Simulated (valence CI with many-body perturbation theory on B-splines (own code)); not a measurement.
# P2+: electric-dipole lines

Computed by relativistic CI+MBPT: three valence electrons over a frozen Dirac-Fock core [Ne], a basis of 11 s, 11 p, 9 d, 7 f, 5 g, 2 h, 1 i functions for each j, with the one-electron correlation potential Σ1, the two-electron term Σ2, the three-electron term Σ3, Breit, model QED; selected CI, second order for the rest, scaled by the run's own slope (own B-spline code, finite nucleus).

Set against measurement, 13 paired levels are off by 60 cm⁻¹ on average, the worst by 100. These come from a selection out of Martin, Zalubas and Musgrove, J. Phys. Chem. Ref. Data 14, 751 (1985). Levels without a partner in it may be off by more.

Lines 201 to 250 of 285 in falling wavelength, among levels below 206808 cm⁻¹, chosen from the strongest by gf and those to the six lowest levels. Wavelengths and rates use the calculated energies, so an error of 60 cm⁻¹ moves a line at 85.23 nm by 0.051 % and its rate by three times that or more. Electric multipoles are in the length gauge, E1 and E2 with the static RPA response of the core. Weak lines are less certain than strong ones. Lines between different terms over intervals too small for the method are left out, as are lines whose strength nearly cancels. Where a level lies close to another of its J and parity, the split of strength between their lines is uncertain. The highest levels of a list are the least certain.

Names give the largest LS component (configuration and term), which can be under half, so a name can repeat, a term be missing and a line seem to break the LS rules; names also repeat where a configuration has a term twice. Letters in brackets count levels of one name in rising energy.

```tsv
λ vac (nm)	λ from measured levels	Upper	Lower	A (s⁻¹)	log gf	Branch %
85.96		3s²3d ²D_3/2	3s²3p ²P°_3/2	1.20e+09	-0.27	17.6
85.95		3s²3d ²D_5/2	3s²3p ²P°_3/2	6.74e+09	0.65	100.0
85.94		3s3p3d ⁴P°_5/2	3s3p² ⁴P_5/2	2.41e+09	0.20	53.3
85.91		3s3p4s ²P°_1/2	3s3p² ²D_3/2	1.16e+09	-0.59	63.2
85.82		3s3p3d ⁴P°_3/2	3s3p² ⁴P_5/2	1.76e+09	-0.11	38.4
85.70		3s3p3d ⁴P°_5/2	3s3p² ⁴P_3/2	2.10e+09	0.14	46.6
85.67		3s3p4s ²P°_3/2	3s3p² ²D_5/2	1.08e+09	-0.32	57.4
85.65		3s3p4s ²P°_3/2	3s3p² ²D_3/2	1.23e+08	-1.27	6.5
85.57		3s3p3d ⁴P°_3/2	3s3p² ⁴P_3/2	2.45e+08	-0.97	5.4
85.55		3s²3d ²D_3/2	3s²3p ²P°_1/2	5.60e+09	0.39	82.4
85.49		3s3p3d ⁴P°_1/2	3s3p² ⁴P_3/2	3.39e+09	-0.13	74.1
85.42		3s3p3d ⁴P°_3/2	3s3p² ⁴P_1/2	2.57e+09	0.05	56.2
85.34		3s3p3d ⁴P°_1/2	3s3p² ⁴P_1/2	1.18e+09	-0.59	25.9
85.23	85.27	3s²4s ²S_1/2	3s²3p ²P°_3/2	1.67e+09	-0.44	67.0
84.84		3s3p3d ⁴D°_3/2	3s3p² ⁴P_5/2	6.25e+08	-0.57	9.0
84.83	84.86	3s²4s ²S_1/2	3s²3p ²P°_1/2	8.23e+08	-0.75	33.0
84.80		3s3p3d ⁴D°_5/2	3s3p² ⁴P_5/2	2.83e+09	0.26	40.7
84.76		3s3p3d ⁴D°_7/2	3s3p² ⁴P_5/2	6.98e+09	0.78	100.0
84.65	84.65	3s3p3d ⁴D°_1/2	3s3p² ⁴P_3/2	1.58e+09	-0.47	22.6
84.61		3s3p3d ⁴D°_3/2	3s3p² ⁴P_3/2	4.11e+09	0.25	58.9
84.56		3s3p3d ⁴D°_5/2	3s3p² ⁴P_3/2	4.13e+09	0.42	59.3
84.50	84.50	3s3p3d ⁴D°_1/2	3s3p² ⁴P_1/2	5.43e+09	0.07	77.5
84.46		3s3p3d ⁴D°_3/2	3s3p² ⁴P_1/2	2.24e+09	-0.02	32.1
82.40		3s²4f ²F°_5/2	3s3p² ⁴P_5/2	3.10e+04	-4.72	0.0
82.40		3s²4f ²F°_7/2	3s3p² ⁴P_5/2	4.51e+05	-3.44	0.0
82.17		3s²4f ²F°_5/2	3s3p² ⁴P_3/2	5.72e+04	-4.46	0.0
79.50		3s²5f ²F°_7/2	3s3p² ²D_5/2	1.35e+09	0.01	79.5
79.48		3s²5f ²F°_5/2	3s3p² ²D_5/2	8.71e+07	-1.31	5.2
79.47		3s²5f ²F°_5/2	3s3p² ²D_3/2	1.26e+09	-0.15	74.6
78.59		3s3p4s ⁴P°_3/2	3s3p² ⁴P_5/2	4.77e+08	-0.75	35.5
78.49		3s3p4s ⁴P°_1/2	3s3p² ⁴P_3/2	1.21e+09	-0.65	79.8
78.48		3s²5p ²P°_3/2	3s3p² ⁴P_5/2	2.40e+08	-1.05	22.6
78.39		3s3p4s ⁴P°_3/2	3s3p² ⁴P_3/2	1.36e+08	-1.30	10.1
78.36		3s3p4s ⁴P°_1/2	3s3p² ⁴P_1/2	2.45e+08	-1.35	16.1
78.36		3s²5p ²P°_1/2	3s3p² ⁴P_3/2	8.78e+07	-1.79	10.1
78.33		3s3p4s ⁴P°_5/2	3s3p² ⁴P_5/2	1.09e+09	-0.22	62.9
78.31		3s3p3d ²D°_5/2	3s3p² ⁴P_5/2	3.46e+07	-1.72	0.6
78.30		3s3p3d ²D°_3/2	3s3p² ⁴P_5/2	2.95e+05	-3.97	0.0
78.28		3s²5p ²P°_3/2	3s3p² ⁴P_3/2	7.11e+07	-1.58	6.7
78.26		3s3p4s ⁴P°_3/2	3s3p² ⁴P_1/2	4.35e+08	-0.80	32.5
78.24		3s²5p ²P°_1/2	3s3p² ⁴P_1/2	1.76e+07	-2.49	2.0
78.16		3s²5p ²P°_3/2	3s3p² ⁴P_1/2	2.27e+08	-1.08	21.3
78.12		3s3p4s ⁴P°_5/2	3s3p² ⁴P_3/2	4.84e+08	-0.58	27.9
78.11		3s3p3d ²D°_5/2	3s3p² ⁴P_3/2	5.97e+06	-2.48	0.1
78.10		3s3p3d ²D°_3/2	3s3p² ⁴P_3/2	7.89e+05	-3.54	0.0
77.97		3s3p3d ²D°_3/2	3s3p² ⁴P_1/2	1.07e+05	-4.41	0.0
76.43		3s3p3d ²F°_5/2	3s3p² ⁴P_5/2	5.19e+04	-4.56	0.0
76.27		3s²6p ²P°_3/2 [a]	3s3p² ²D_3/2	1.10e+07	-2.42	0.3
76.27		3s²6p ²P°_1/2	3s3p² ²D_3/2	9.64e+07	-1.77	3.7
76.24		3s3p3d ²F°_5/2	3s3p² ⁴P_3/2	1.12e+05	-4.23	0.0
```
